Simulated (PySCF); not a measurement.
Start geometry of `C#CC[SiH2]OC` from a GFN2-xTB structure with every atom displaced at random (by about 0.01 Å) (Å):
```
atom  x, y, z in Å
C1    -3.5761   -0.1001    0.7775
C2    -2.4878   -0.4756    0.5871
C3    -1.1581   -0.9371    0.3616
Si4    0.1434    0.4943    0.4984
O5     1.5066   -0.2884    0.2094
C6     2.7883    0.2667    0.1873
H7    -4.5673    0.2596    0.9330
H8    -1.0656   -1.3905   -0.6231
H9    -0.9078   -1.7030    1.1249
H10    0.0925    1.1106    1.8414
H11   -0.1487    1.5329   -0.4898
H12    2.8758    1.0308   -0.5764
H13    3.0179    0.7239    1.1417
H14    3.4799   -0.5390   -0.0204
```

Q: What comes out of this run: PBE0-D3(BJ)/def2-SVP geometry optimisation, gas phase (PySCF)?

A: 
```
atom  x, y, z in Å
C1    -3.6044    0.0974    0.6604
C2    -2.5282   -0.4090    0.4262
C3    -1.2072   -0.9458    0.1643
Si4    0.1054    0.3600    0.5207
O5     1.5668   -0.3722    0.2100
C6     2.8163    0.2399    0.3598
H7    -4.5643    0.5336    0.8642
H8    -1.1096   -1.2721   -0.8848
H9    -1.0008   -1.8256    0.7969
H10    0.0205    0.7954    1.9489
H11   -0.0931    1.5509   -0.3617
H12    2.9390    1.1044   -0.3188
H13    2.9863    0.5917    1.3945
H14    3.6017   -0.4927    0.1193
```

The energy falls by 29.6 kJ/mol over 7 energy and gradient evaluations, the largest force component goes from 0.0961 to 2.9e-04 Eh/bohr, and the atoms move by 0.114 Å rms after alignment. The bond that changes most is Si4–O5 (oxygen-bound silicon to silyl ether oxygen), which lengthens by 0.066 Å. Bonds longer at the end by more than 0.005 Å: 10 of 13; shorter: 2. Among the angles that change most is C3–Si4–O5, from 101.4° to 105.7°. Rotational constants go from 14216, 1163, 1103 to 13950, 1145, 1086 MHz. The orientation of the end geometry is arbitrary; only internal coordinates are fixed.

The run used 128 basis functions and 51 SCF cycles in all. Time: 42 s of wall time; peak memory 0.52 GiB. Hardware: Arm Neoverse V2, one thread, shared host with 32 logical CPUs at a one-minute load of 32.

Not checked by PBE0-D3(BJ)/def2-SVP frequencies. The numbers are those of one conformer.
